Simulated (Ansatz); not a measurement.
A run for Ansatz (an electronic-structure program): U-CCSD(T)/def2-TZVPP on SF+, 2S+1 = 3, a spin state set in the input, which need not be the lowest, a point of a bond scan (R = 1.510 Å). Charge +1.

Ansatz 0.2 input:
```yaml
crystal:
  periodic: [false, false, false]
  atoms:
    - {symbol: F, position_ang: [0.00000000, 0.00000000, 0.00000000]}
    - {symbol: S, position_ang: [0.00000000, 0.00000000, 1.50986600]}
basis:
  gaussian:
    orbitals: def2-TZVPP
    pivot_positions_ang: [[0.00000000, 0.00000000, 0.00000000], [0.00000000, 0.00000000, 1.50986600]]
total_charge: 1
magnetization: {spin_polarized: true, initial_magnetization: 2}
correlation: {method: ccsd_t, electrons: valence}
output: {orbitals: {seedname: ./end}}
```

The log:

```
WARN ansatz: RAYON_NUM_THREADS=2 ignored (pool sized by the plan → 2); use --threads N
Functional definition: HF
integrals: 0.07 GiB planned
500 factors; integrals over basis functions are off by at most 3.9e-4 eV
mean field: 0.13 GiB planned
mean field evaluation 1: about -13509.2070 eV, gradient 3.9e1 eV
mean field evaluation 2: about -13509.2078 eV, gradient 3.9e1 eV
mean field evaluation 4: about -13514.0258 eV, gradient 2.8e0 eV
mean field evaluation 8: about -13514.1118 eV, gradient 1.5e-1 eV
mean field evaluation 16: about -13514.0937 eV, gradient 9.3e-1 eV
mean field evaluation 32: about -13507.6367 eV, gradient 3.5e0 eV
mean field -13514.11213642 eV, -496.6344608190 hartree, gradient 2.3e-6 eV, S^2 2.028575; 0 other end points of the search recorded, 0 dependent functions left out
6 core orbitals not correlated
reference -13514.11213642 eV, -496.6344608190 hartree; 7, 5 occupied and 60, 62 virtual orbitals, 500 factors
second order -9.91309338 eV of doubles, -0.00000000 eV of singles
coupled cluster: 0.22 GiB planned
cycle   1  -9.97404241 eV  change   -6.1e-2 eV  update   9.3e-2
cycle   2  -10.28924924 eV  change   -3.2e-1 eV  update   3.3e-2
cycle   3  -10.40403737 eV  change   -1.1e-1 eV  update   2.2e-2
cycle   4  -10.39568254 eV  change    8.4e-3 eV  update   7.5e-3
cycle   5  -10.39740387 eV  change   -1.7e-3 eV  update   3.4e-3
cycle   6  -10.39871048 eV  change   -1.3e-3 eV  update   9.5e-4
cycle   7  -10.39845752 eV  change    2.5e-4 eV  update   3.5e-4
cycle   8  -10.39847868 eV  change   -2.1e-5 eV  update   9.9e-5
cycle   9  -10.39852076 eV  change   -4.2e-5 eV  update   3.6e-5
cycle  10  -10.39849305 eV  change    2.8e-5 eV  update   1.2e-5
cycle  11  -10.39850367 eV  change   -1.1e-5 eV  update   5.4e-6
perturbative correction -0.38834959 eV, -0.0142715841 hartree
Total energy: -13524.89898967 eV, -497.0308703646 hartree
```

The calculation finished and met its thresholds.

Cost: very roughly 3 core-seconds.
